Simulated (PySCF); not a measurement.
## A geometry optimisation of GaH5Si2 with B3LYP/6-31G*

The starting geometry of this gas-phase singlet was optimised with GFN2-xTB; its bonds are those of `[SiH3][SiH2][Ga]`.

```yaml
atoms:
  - { symbol: Ga, position_ang: [-0.1669, -1.2785, -1.4476] }
  - { symbol: Si, position_ang: [-1.0774, -0.5609, 1.4854] }
  - { symbol: Si, position_ang: [0.0688, -2.5060, 0.8381] }
  - { symbol: H, position_ang: [-0.2790, 0.5903, 0.9497] }
  - { symbol: H, position_ang: [-2.2857, -0.4701, 0.6029] }
  - { symbol: H, position_ang: [-1.5393, -0.1178, 2.8014] }
  - { symbol: H, position_ang: [-0.7608, -3.5849, 1.4494] }
  - { symbol: H, position_ang: [1.1965, -2.5519, 1.8137] }
```

Problem. Where would you expect an optimisation with B3LYP/6-31G* to take it?

Solution. It keeps its bonds, and is `[SiH3][SiH2][Ga]`.

The energy falls by 0.35 eV over 14 steps:

```csv
step,E − E(last) (eV)
1,0.350
2,0.199
4,0.056
5,0.031
7,0.001
8,0.000
10,0.000
11,0.000
13,0.000
14,0.000
```

Final geometry (Å):

```xyz
8

Ga    0.4414   -2.3329   -1.8149
Si   -1.1977   -0.3634    1.5766
Si   -0.0517   -2.2559    0.7617
H    -0.4239    0.8798    1.2860
H    -2.5187   -0.2195    0.8960
H    -1.4553   -0.3948    3.0457
H    -0.8554   -3.4508    1.1914
H     1.2202   -2.3500    1.5566
```

No frequencies were run, so the end isn't proven a minimum. Run with PySCF 2.14.0, 72 s on 2 threads of Arm Neoverse V1, on a shared host.
